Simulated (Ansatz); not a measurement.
The cluster Li₄H₈⁻, relaxed as a doublet with UKS PBE-D4/def2-TZVPD in Ansatz, starting from the GFN1-xTB geometry. Force threshold 0.02 eV/Å.

The highest occupied level of the charge -1 doublet lies above zero (up to 0.82 eV). The electron is either unbound and held by the finite basis, or the level is raised by self-interaction error. The structure comes from a short search, and lower isomers may exist.

Start:

```xyz
12

Li    0.8141   -0.5307   -2.4719
Li   -0.5462    0.8371   -1.0513
Li    1.1369   -0.8999   -0.1234
Li   -0.4301    0.3259    1.3932
H     1.3576    0.6629   -1.2179
H     1.1761   -0.3786    1.5884
H    -1.0742    0.0124    3.0632
H     1.4658   -1.8758   -1.6139
H    -0.8931    1.7500    0.4485
H    -0.7984   -0.7901   -0.0264
H    -0.6505    0.3198   -2.7885
H    -1.5580    0.5671    2.8001
```

```tsv
step	energy (eV)	largest force component (eV/Å)	SCF passes
1	-944.3434	0.606	19
2	-944.4429	0.248	22
3	-944.4771	0.103	22
4	-944.4862	0.081	21
5	-944.5077	0.045	22
6	-944.5272	0.057	23
7	-944.5360	0.092	23
8	-944.5694	0.156	30
9	-944.6308	0.139	27
10	-944.6675	0.112	21
11 (rejected)	-944.6564	0.251	19
12	-944.6802	0.038	18
13	-944.6826	0.025	19
14	-944.6847	0.023	19
15	-944.6904	0.091	19
16	-944.7165	0.220	19
17	-944.8593	0.446	19
18	-945.1700	0.954	21
19	-945.2360	3.207	20
20	-945.5447	0.479	20
21	-945.6201	0.122	17
22	-945.6389	0.180	16
23	-945.6551	0.114	17
24	-945.6691	0.049	16
25	-945.6713	0.060	18
26	-945.6726	0.028	17
27	-945.6734	0.019	18
```

Force components are those of the run's own axes.

End:

```xyz
12

Li   -0.0108   -1.3216   -1.8768
Li   -1.3568    0.9178   -0.8946
Li    1.3284   -1.2518    0.2220
Li    0.0337    0.7008    1.1718
H     0.8113    0.8719   -1.7945
H     1.4817   -0.2204    1.6559
H    -1.1101   -0.2433    2.7232
H     1.5127   -2.0391   -1.3644
H    -0.9806    1.9881    0.4490
H    -0.4746   -0.5516   -0.2941
H     0.3806    0.9013   -2.4392
H    -1.6154    0.2477    2.4416
```

Bonds lost: Li1–H5, Li1–H11, Li2–H11, Li4–H7, Li4–H12 (atoms count from 1). Bonds formed: Li1–H10 (atoms count from 1). Metal–metal contacts that move far: Li2–Li3 2.59 to 3.63 Å. The end holds 2 separate pieces.

No frequencies were taken in this run, so the end may be a saddle point.

Hardware: 2 threads of Intel Xeon 6975P-C on a shared host. Wall time 41 s.
